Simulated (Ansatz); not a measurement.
In₃Sb₃H₁₂⁺, a cluster cut from wurtzite InSb (hydrogen-capped). The state is a doublet with charge 1. Geometry PBE-D4/def2-SVP, that of the neutral singlet; atoms count from 1.

Cartesian coordinates in Å:
```
Sb 0.692 1.320 1.962
In -1.147 2.889 0.336
Sb -2.089 0.581 -1.170
In 2.775 -0.609 1.309
Sb 1.031 -2.204 -0.394
In -0.719 -1.538 -2.627
H 1.399 2.424 3.076
H -0.289 0.550 3.149
H -2.442 3.416 1.361
H -0.146 3.784 -0.764
H -3.198 -0.225 -0.129
H -3.312 1.172 -2.227
H 3.106 -1.532 2.738
H 3.850 0.220 0.227
H 0.061 -3.132 0.684
H 1.975 -3.545 -0.917
H 0.290 -0.725 -3.782
H -1.838 -2.845 -2.834
```

In the def2 sets In, Sb take a core potential; there is no spin–orbit coupling.

Estimate the Mulliken populations from the PBE0/def2-TZVP orbitals of Ansatz.


```json
{"atom": "Sb1", "charge (e)": "-0.03", "spin (α − β)": "0.30"}
{"atom": "In2", "charge (e)": "0.25", "spin (α − β)": "0.07"}
{"atom": "Sb3", "charge (e)": "-0.02", "spin (α − β)": "0.31"}
{"atom": "In4", "charge (e)": "0.25", "spin (α − β)": "0.07"}
{"atom": "Sb5", "charge (e)": "-0.03", "spin (α − β)": "0.29"}
{"atom": "In6", "charge (e)": "0.25", "spin (α − β)": "0.07"}
{"atom": "H7", "charge (e)": "0.07", "spin (α − β)": "-0.01"}
{"atom": "H8", "charge (e)": "0.07", "spin (α − β)": "-0.01"}
{"atom": "H9", "charge (e)": "-0.01", "spin (α − β)": "-0.01"}
{"atom": "H10", "charge (e)": "-0.02", "spin (α − β)": "-0.01"}
{"atom": "H11", "charge (e)": "0.07", "spin (α − β)": "-0.01"}
{"atom": "H12", "charge (e)": "0.08", "spin (α − β)": "-0.01"}
{"atom": "H13", "charge (e)": "-0.01", "spin (α − β)": "-0.01"}
{"atom": "H14", "charge (e)": "-0.02", "spin (α − β)": "-0.01"}
{"atom": "H15", "charge (e)": "0.07", "spin (α − β)": "-0.01"}
{"atom": "H16", "charge (e)": "0.07", "spin (α − β)": "-0.01"}
{"atom": "H17", "charge (e)": "-0.02", "spin (α − β)": "-0.01"}
{"atom": "H18", "charge (e)": "-0.01", "spin (α − β)": "-0.01"}
```
Mulliken values depend strongly on the basis.

Where does the spin sit?

Summed by element: Sb 0.91, In 0.21, H -0.12, of 1 unpaired in all. Largest on single atoms: Sb3 0.31, Sb1 0.30, Sb5 0.29.

And the Mayer bond orders between heavy atoms (over 0.3)?

Sb1–In2 0.53 (2.91 Å); Sb1–In4 0.53 (2.91 Å); In2–Sb3 0.53 (2.91 Å); Sb3–In6 0.53 (2.91 Å); In4–Sb5 0.53 (2.91 Å); Sb5–In6 0.53 (2.91 Å).
